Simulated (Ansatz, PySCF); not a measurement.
C2H6BFO2, SMILES COB(O)CF.

Geometry: r2SCAN-D4/def2-SVP. The structure was generated by enumeration, and PubChem lists no compound with its InChIKey, so it may never have been made. Other conformers were not sampled.

Vertical ionisation energy (IE) and electron affinity (EA) in eV. Rows of orbital energies are one-electron estimates. Where ΔSCF, EOM or ADC give a negative EA the extra electron is unbound and the value depends on the basis.

```csv
level,IE,EA
"−ε(HOMO), −ε(LUMO), HF/def2-TZVP (PySCF)",12.69,-3.14
"−ε(HOMO), −ε(LUMO), PBE/def2-TZVP (PySCF)",(withheld),(withheld)
"ΔSCF, PBE0/def2-SVPD (Ansatz), final states of multiplicity 2 and 2",11.00,-1.13
"ΔSCF, PBE/def2-SVPD (Ansatz), final states of multiplicity 2 and 2",10.40,-0.97
```

**Question.** What belongs in the gaps? (An estimate is asked for; the answer gives what the named calculation found.)

**Answer.** 
- −ε(HOMO), −ε(LUMO), PBE/def2-TZVP (PySCF), IE: 7.11
- −ε(HOMO), −ε(LUMO), PBE/def2-TZVP (PySCF), EA: 0.02

**Question.** What vertical singlet–triplet gap does ΔSCF give with PBE0/def2-SVPD (Ansatz, an electronic-structure program) and with PBE/def2-SVPD (Ansatz)? (Estimate from the structure and the level; the computed values follow.)

**Answer.** 7.65 and 6.98 eV (triplet above singlet where positive).
